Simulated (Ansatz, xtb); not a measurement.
**A geometry optimisation of ClF2GeH3Si with r2SCAN-D4/def2-SVP**

The starting geometry of this gas-phase singlet has its atoms placed at random.

```xyz
8

Cl    0.4217    0.1515    0.3816
F     0.6797   -1.6916    1.5947
F    -0.8153   -1.7467    0.6717
Ge    0.5122   -0.2351   -1.5507
Si   -2.1026   -0.8198    0.6294
H    -1.0265    1.0796   -1.2845
H    -0.9754   -1.1775   -1.1073
H     0.0578    0.7871   -2.2492
```

Question: One run relaxed it with r2SCAN-D4/def2-SVP. What is a likely outcome?

Answer: It falls apart into ClF2GeHSi + H2. Distances that change by over a tenth: Cl1–Ge4 (1.97 → 2.45 Å). Contacts that open: Ge4–H8 (1.32 → 3.54 Å). Contacts that close: Cl1–Si5 (2.72 → 2.34 Å), F2–Ge4 (3.47 → 1.75 Å), Si5–H7 (2.10 → 1.70 Å), H6–H8 (1.48 → 0.76 Å).

The energy falls by 12.14 eV over 26 steps:

```
step  E − E(last) (eV)
   1            12.143
   4             6.738
   7             5.046
   9             3.253
  12             0.851
  15             0.220
  18             0.010
  20             0.001
  23             0.000
  26             0.000
```

Final geometry (Å):

```xyz
8

Cl   -0.0260    0.6270    0.9270
F     1.2447   -2.2177    0.6061
F    -1.5788   -1.9125    1.3331
Ge    1.0934   -0.9379   -0.5829
Si   -1.8215   -0.7140    0.2512
H    -0.7070    1.4977   -1.9312
H    -0.6573   -1.2376   -0.8771
H    -0.7960    1.2425   -2.6406
```

From the same start GFN2-xTB ends elsewhere, in pieces: ClF2GeHSi + H2.

From so rough a start the end depends on the optimiser's path, so another program may land elsewhere. No frequencies were run, so the end isn't proven a minimum. Run with Ansatz 0.2.0, 56 s on 2 threads of Intel(R) Xeon(R) 6975P-C (Granite Rapids), on a shared host.
